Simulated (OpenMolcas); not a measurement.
**Al⁺: from RASSCF to RASPT2**

```
Program             : OpenMolcas 26.06
Basis               : ANO-RCC [9s9p5d3f2g]
Scalar Hamiltonian  : DKH2, point nucleus
Active space        : 2 electrons in 9 orbitals (RAS2 3s 3p; RAS3 3d, at most 2 electrons)
State averaging     : 2S+1 = 3 even, 3 roots; 2S+1 = 1 even, 7 roots; 2S+1 = 3 odd, 3 roots; 2S+1 = 1 odd, 3 roots
Spin-orbit coupling : RASSI with atomic mean-field integrals over the reference wave functions, term energies averaged over their components
```

Methods on the same reference wave functions:
A. RASSCF
B. SS-RASPT2, IPEA 0.25 Eh, imaginary shift 0.1 Eh (closed shells correlated: 2s 2p)
C. MS-RASPT2, IPEA 0.25 Eh, imaginary shift 0.1 Eh (closed shells correlated: 2s 2p)

Energies in cm⁻¹ above 3s² ¹S₀, the measured ground level; measured values from NIST Handbook of Basic Atomic Spectroscopic Data.

```json
{"Level": "3s² ¹S₀", "A": "0.0", "B": "0.0", "C": "0.0", "Measured": "0.0"}
{"Level": "3s 3p ³P°₀", "A": "34984", "B": "37140", "C": "37270", "Measured": "37393"}
{"Level": "3s 3p ³P°₁", "A": "35034", "B": "37190", "C": "37320", "Measured": "37454"}
{"Level": "3s 3p ³P°₂", "A": "35135", "B": "37290", "C": "37420", "Measured": "37578"}
{"Level": "3s 3p ¹P°₁", "A": "59840", "B": "59740", "C": "59870", "Measured": "59852"}
{"Level": "3p² ¹D₂", "A": "82774", "B": "85350", "C": "85480", "Measured": "85481"}
```

Deviations, from unrounded energies. A percentage is the sum of absolute deviations over the sum of measured energies, with the sign that they share, or ± where signs differ.

```tsv
Against measurement	Levels	A	B	C
mean absolute deviation (cm-1)	5	2000	210	88
other configurations (%)	5	-3.9	-0.4	±0.2
```

C lies closest to measurement on these levels and A furthest from it. The largest miss of C in the table is 3s 3p ³P°₂, by -160 cm-1. The ranking rests on the paired levels alone, and a cruder setting can come out closer through cancelling errors.

Between B and C the level of the table that moves most is 3s 3p ³P°₀, by 130 cm-1 (lowest in B, highest in C). Moves below CASPT2's spread within the term are not significant.

The lowest spin-free term lies below A's lowest term by 0.261 hartree in B, 0.262 hartree in C.

Term energies are means over components that CASPT2 splits; among the terms shown or strongly mixed into the levels shown the widest spread is 45 cm-1 (3p² ¹D, C). Configurations are named by rounded mean occupations; where the s occupation lies near a half they are strongly mixed, a name can repeat and a true partner stay unpaired. Some terms take much of their weight from 3d, a shell meant for correlation, so their names are nominal. Some terms mix strongly with configurations of 3d, whose occupation reaches 0.41 (3p² ¹D). Without dynamic correlation excited terms often stand tens of per cent too high (terms of higher spin than the ground term too low), and those without a measured partner can miss by more than the paired ones (holds for A). Measured partners are found by configuration, term and J. A level has none where our copy of the source lacks it or the pairing is in doubt (some pairs that miss far off the trend of their configuration count as doubtful), and it then counts in no deviation. Levels of configurations outside the active space are missing. Levels that lie high or do not pair safely by name in every column are left out.

° marks odd parity.
